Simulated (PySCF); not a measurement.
A PySCF script (with the pyscf-properties extension) for the NMR shieldings of SMILES [SiH2](C[SiH2][C@@H](C)F)F, C$_{3}$H$_{10}$F$_{2}$Si$_{2}$, on a GFN2-xTB geometry:

```python
import basis_set_exchange as bse
import numpy as np
from pyscf import gto, dft
from pyscf.prop import nmr

atoms = """
C     1.859562   -0.763277    0.760900
C     1.219174   -0.849997   -0.612733
F     0.257613   -1.865569   -0.593897
Si    0.346203    0.761698   -1.196075
C    -0.941277    1.267425    0.099443
Si   -2.163197   -0.090142    0.628703
F    -3.286297    0.651877    1.528511
H     2.302818   -1.717060    1.042730
H     1.116464   -0.495652    1.508023
H     2.636909   -0.004335    0.746893
H     1.961458   -1.187301   -1.345168
H    -0.277376    0.468210   -2.488537
H     1.393524    1.782445   -1.346492
H    -0.430895    1.649597    0.984973
H    -1.511607    2.107435   -0.298277
H    -1.586995   -1.060889    1.543287
H    -2.903080   -0.642435   -0.493170
"""
names = dict.fromkeys(["C", "F", "Si", "H"], "pcSseg-1")
basis = {el: gto.basis.parse(bse.get_basis(n, elements=[el], fmt="nwchem")) for el, n in names.items()}
mol = gto.M(atom=atoms, basis=basis, charge=0, verbose=0)
mf = dft.RKS(mol, xc="PBE0")
mf.grids.level = 2
mf.grids.alignment = dft.numint.BLKSIZE   # the property module wants whole blocks of grid points
mf.conv_tol = 1e-9
mf.kernel()

calc = nmr.RKS(mf)   # GIAO
C = mf.mo_coeff
Co = C[:, mf.mo_occ > 0]
resp = mf.gen_response(singlet=True, hermi=2)
def vind(x):   # induced exchange potential for any number of trial vectors
    d = np.einsum("pi,xij,qj->xpq", C, 2 * x.reshape(-1, C.shape[1], Co.shape[1]), Co, optimize=True)
    return np.einsum("xpq,pi,qj->xij", resp(d - d.transpose(0, 2, 1)), C, Co, optimize=True).ravel()
mo1, _ = nmr.rhf.solve_mo1(calc, with_cphf=vind)
sigma = calc.kernel(mo1)
for i, s in enumerate(sigma):   # ppm
    w = np.linalg.eigvalsh((s + s.T) / 2)
    print("%2d %-2s iso %8.1f  s11 %8.1f  s22 %8.1f  s33 %8.1f" % (i, mol.atom_pure_symbol(i), w.mean(), *w))
```

**Question.** What does it print?

**Answer.** 
```
 0 C  iso    166.8  s11    149.1  s22    166.9  s33    184.3
 1 C  iso     99.2  s11     53.6  s22     75.8  s33    168.2
 2 F  iso    415.1  s11    373.9  s22    406.9  s33    464.6
 3 Si iso    392.3  s11    348.9  s22    401.8  s33    426.1
 4 C  iso    193.0  s11    180.4  s22    196.3  s33    202.3
 5 Si iso    343.1  s11    285.4  s22    341.9  s33    401.9
 6 F  iso    376.8  s11    352.0  s22    364.1  s33    414.2
 7 H  iso     29.8  s11     25.8  s22     27.1  s33     36.5
 8 H  iso     30.2  s11     25.7  s22     31.0  s33     33.8
 9 H  iso     30.8  s11     26.5  s22     28.6  s33     37.2
10 H  iso     26.7  s11     24.0  s22     25.9  s33     30.1
11 H  iso     27.4  s11     24.0  s22     25.3  s33     32.9
12 H  iso     27.5  s11     24.2  s22     25.2  s33     33.1
13 H  iso     31.1  s11     26.7  s22     28.8  s33     37.8
14 H  iso     31.4  s11     26.1  s22     28.5  s33     39.5
15 H  iso     26.4  s11     21.9  s22     27.4  s33     30.0
16 H  iso     26.6  s11     22.5  s22     26.3  s33     31.0
```

These numbers come from an equivalent density-fitted implementation of the same equations, which agrees with the script to about 0.01 ppm for H and up to a few tenths of a ppm for heavy atoms, so last digits may differ.

**Question.** Turn these shieldings into chemical shifts. Scale: TMS for 13C (186.93 ppm) and 29Si (349.16 ppm) and 1H (31.72 ppm); CFCl3 for 19F (170.95 ppm) (reference shieldings calculated alike).

**Answer.** Averaging equivalent atoms: C 1: 87.7; C 0: 20.1; C 4: -6.1; F 6: -205.8; F 2: -244.2; Si 5: 6.1; Si 3: -43.1; H 15: 5.29; H 16: 5.14; H 10: 5.05; H 11: 4.32; H 12: 4.21; H 7/8/9: 1.47; H 13: 0.63; H 14: 0.36 ppm. Unscaled 19F shifts against computed CFCl3 carry errors that often reach 10 to 50 ppm.

Size and cost of the density-fitted run: 183 basis functions, 48 s wall time on 1 thread of an Intel Xeon, shared host; peak memory 0.75 GiB.
